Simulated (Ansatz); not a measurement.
```yaml
crystal:
  periodic: [false, false, false]
  atoms:
    - {symbol: Br, position_ang: [-0.000000, 0.000000, -0.002925]}
    - {symbol: I, position_ang: [0.000000, -0.000000, 2.460895]}
basis:
  gaussian: {orbitals: def2-SVPD, final_grid: {core_spheres: 1, valence_spheres: 1, degree: 5}}
hamiltonian: {xc: {name: wB97M-V}}
output: {forces: true}
```

```sh
$ ansatz run in.yaml --threads 4 --pin off --events-out ev --progress --plain --max-ram 10444MiB
```

Shortened log:

```
Functional definition: wB97M-V
835 factors; integrals over basis functions are off by at most 3.7e-4 eV
223 factors; integrals over basis functions are off by at most 5.5e-5 eV
mean field evaluation 1: about -78134.1576 eV, gradient 9.2e0 eV
mean field evaluation 2: about -78134.3405 eV, gradient 5.1e0 eV
mean field evaluation 4: about -78134.4050 eV, gradient 5.4e-1 eV
mean field evaluation 8: about -78172.7750 eV, gradient 4.0e0 eV
mean field evaluation 16: about -78172.8009 eV, gradient 8.1e-5 eV
mean field -78172.80087864 eV, -2872.7974448623 hartree, gradient 8.1e-5 eV, S^2 0.000000; 0 other end points of the search recorded, 0 dependent functions left out
reference -78172.80093031 eV, -2872.7974467614 hartree; 30, 30 occupied and 46, 46 virtual orbitals, 835 factors
Total energy: -78172.80093031 eV, -2872.7974467614 hartree
Atom 0 at    -0.000000     0.000000    -0.002925 Å, force    -0.000000    -0.000000     1.251792 eV/Å
Atom 1 at     0.000000    -0.000000     2.460895 Å, force     0.000000    -0.000000    -1.251792 eV/Å
Dipole moment:     0.000000     0.000000     0.107261 e Å
```

Task: What is wrong with this run?

Result: The integration grid is far too coarse. The calculation finished and met its thresholds. The result belongs to that input, not to the molecule as meant.
